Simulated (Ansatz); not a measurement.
System: B₂F₃ (charge 0, doublet). It need not be the lowest isomer of its formula. 
Coordinates optimised at B3LYP-D3(BJ)/def2-TZVP (Ansatz, a quantum-chemistry and plane-wave program):
SMILES: B(F)([B]F)F
```xyz
5

B     -0.9299     0.3625    -0.5236
F     -2.1974     0.2522    -0.2924
B      0.5496    -0.0774     0.0956
F      1.1760    -1.1628    -0.3474
F      1.2327     0.7523     0.8776
```
Charge 0, spin multiplicity 2.

Wanted: atomisation energy (electronic, to ground-state atoms), in kJ/mol. Cores are frozen in the correlated levels unless marked. UHF or UKS for open shells. No spin-orbit coupling. Non-relativistic. The coupled-cluster limit lacks core correlation, which all-electron functionals hold. CBS marks a two-point X^-3 extrapolation of the correlation energy; Hartree-Fock from the larger set. The bracket is a focal-point correction in the basis named.

```tsv
level	program	atomisation energy (kJ/mol)	minus last row
SVWN5/def2-TZVPD	Ansatz	2624.4	427.6
PBE-D4/def2-TZVPD	Ansatz + dftd4	2314.1	117.3
BLYP-D3(BJ)/def2-TZVPD	Ansatz + dftd3	2239.6	42.8
r2SCAN/def2-TZVPD	Ansatz	2259.2	62.4
B3LYP/def2-TZVPD	Ansatz	2204.2	7.4
PBE0/STO-3G	Ansatz	2507.8	311.0
PBE0-D4/def2-TZVPD	Ansatz + dftd4	2233.8	37.0
BHLYP-D3(BJ)/def2-TZVPD	Ansatz + dftd3	2116.5	-80.3
HSE06-D3(BJ)/def2-TZVPD	Ansatz + dftd3	2234.9	38.1
LC-wPBE/def2-TZVPD	Ansatz	2250.3	53.5
wB97M-V/def2-TZVPD	Ansatz	2217.7	20.9
wB97X-V/def2-TZVPD	Ansatz	2208.4	11.6
B2PLYP/def2-TZVPD	Ansatz	2207.9	11.1
MP2/STO-3G	Ansatz	2027.7	-169.1
MP2/6-31G	Ansatz	1905.4	-291.4
SCS-MP2/STO-3G	Ansatz	2007.3	-189.5
CCSD/6-31G*	Ansatz	2079.6	-117.2
CCSD/cc-pVDZ	Ansatz	1969.1	-227.7
CCSD/cc-pVTZ	Ansatz	2104.8	-92.0
CCSD(T)/6-31G*	Ansatz	2104.6	-92.2
RI-MP2/CBS(cc-pVTZ,cc-pVQZ)+[CCSD(T)-MP2]/cc-pVTZ	Ansatz	2196.8	0.0
```
